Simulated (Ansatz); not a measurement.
The same path of GeH₄O (6 atoms, charge 0, multiplicity 1) was run twice with different band settings. Lost on the way: Ge1–H4. Made: O2–H4.

Method: RKS B3LYP-D4/def2-SVP (Ansatz 0.2.0).

Relaxed end points:

```xyz
6
Properties=species:S:1:pos:R:3
Ge 0.316 -0.019 0.054
O 0.662 -0.115 1.810
H -0.140 -0.170 2.346
H 1.704 0.055 -0.600
H -0.516 1.245 -0.267
H -0.453 -1.277 -0.416
```

```xyz
6
Properties=species:S:1:pos:R:3
Ge 0.032 0.283 -0.804
O 1.058 0.152 1.201
H 0.434 -0.267 1.812
H 1.815 -0.450 1.138
H -1.098 1.115 -0.028
H -0.668 -1.114 -0.393
```

Common settings: movable images 9; climbing image yes; spring 5.0 eV/Å²; optimiser quadratic models (default); start path through a guess of the saddle point; force threshold 0.05 eV/Å; end points relaxed.

| run | iteration limit |
| --- | --- |
| 1 | 60 |
| 2 | 10 |

Question: What does each run give, and how far can it be trusted?

Answer: Run 1: converged after 12 iterations, highest image 2.498 eV above the first end. The profile has 2 maxima (images 1, 6) with wells between them (image 3): this band takes more than one step, which may be the mechanism or a detour left from its start path. A vibrational analysis at the climbing image gives one clearly imaginary mode, 1391i cm⁻¹: a first-order saddle point.
Run 2: not converged after 10 iterations, highest image 2.500 eV above the first end. The band didn't meet its force threshold, so its energies are provisional: the largest band force was still 0.11 eV/Å, and over the last iterations the top moved between 2.46 and 2.50 eV.
The orbitals stay closed-shell, which can raise the energy where a bond breaks towards radicals; this wasn't checked here.
